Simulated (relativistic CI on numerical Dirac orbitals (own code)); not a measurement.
Calculated at this level of theory: Dirac-Coulomb-Breit CI, orbitals from a KLI potential per configuration, QED by a radiative potential, valence Slater integrals scaled by 0.9, P86 correlation estimate, and configurations built on the next ion tied to the tabulated ionisation energy (semi-empirical) (own radial code, finite nucleus).

Configuration list (outside the closed core 1s2): 2s2 2p, 2s2 3s, 2s2 3p, 2s2 3d, 2s2 4s, 2s 2p2, 2p3, 2p2 3s, 2p2 3p, 2p2 3d, 2s 2p 3s, 2s 2p 3p, 2s 2p 3d, 2s2 4p, 2s2 4d, 2s2 4f, 2s 2p 4s, 2s 2p 4p, 2s 2p 4d, 2s 2p 4f, 2s 3s2, 2s 3s 3p, 2s 3s 3d, 2s 3p2. Levels of other configurations are missing.

Configurations that consist of the next ion and one excited electron were tied to the tabulated ionisation energy; Rydberg ones are usually within 1,000 to 3,000 cm⁻¹ and the lowest ones within about 6,000 (9,000 in d shells), while levels on excited terms of the next ion carry the error of that term, and the other configurations can be misplaced by 10,000 cm⁻¹ or more. Rates follow the energies as ν³ (E1, M1) or ν⁵ (E2), so rates, branching and lifetimes can be off by large factors.

Outline of the computed level scheme of P XI. Lowest level of each configuration: 2s2 2p 2P°_1/2 at 0.000 eV; 2s 2p2 4P_1/2 at 22.781 eV; 2p3 4S°_3/2 at 70.455 eV; 2s2 3s 2S_1/2 at 266.012 eV; 2s2 3p 2P°_1/2 at 277.422 eV; 2s2 3d 2D_3/2 at 287.692 eV; 2s 2p 3s 4P°_1/2 at 293.030 eV; 2s 2p 3p 4D_1/2 at 303.141 eV; 2s 2p 3d 4F°_3/2 at 312.293 eV.

Some strong electric-dipole decays among the lowest 45 levels: 2s2 3d 2D_5/2 → 2s2 2p 2P°_3/2 (1.3e+12 s⁻¹); 2s2 3d 2D_3/2 → 2s2 2p 2P°_1/2 (1.1e+12 s⁻¹); 2s2 3d 2D_3/2 → 2s2 2p 2P°_3/2 (2.2e+11 s⁻¹); 2s2 3s 2S_1/2 → 2s2 2p 2P°_3/2 (1.7e+11 s⁻¹); 2s2 3s 2S_1/2 → 2s2 2p 2P°_1/2 (8.2e+10 s⁻¹).
